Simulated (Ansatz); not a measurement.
Mulliken charges of CH5NOSi, SMILES `C1N[SiH2]O1` from r2SCAN/def2-TZVPP in Ansatz (PBE0-D4/def2-TZVP geometry).

```csv
atom,x (Å),y (Å),z (Å),charge (e)
C1,-0.801,0.730,0.122,0.257
N2,-0.091,0.039,-0.961,-0.434
Si3,0.727,-0.867,0.260,0.615
O4,-0.321,-0.024,1.246,-0.450
H5,-1.890,0.631,0.054,0.042
H6,-0.532,1.789,0.221,0.044
H7,0.287,0.592,-1.711,0.132
H8,2.176,-0.597,0.481,-0.110
H9,0.531,-2.338,0.273,-0.097
```

Q: By hand: the dipole of these point charges (1 e Å = 4.8032 D).

A: Σ q r = (0.069, 0.124, -0.246) e Å, of length 0.284 e Å = 1.36 D.

Q: How does the dipole of the full density compare? (Best estimate.)

A: Computed: (0.154, 0.181, -0.302) e Å, 1.85 D; the point charges give 0.74 times that, at 10° from its direction.

Point charges leave out the atoms' own dipoles, such as those of lone pairs, and Mulliken's split depends on the basis, so the two needn't agree.
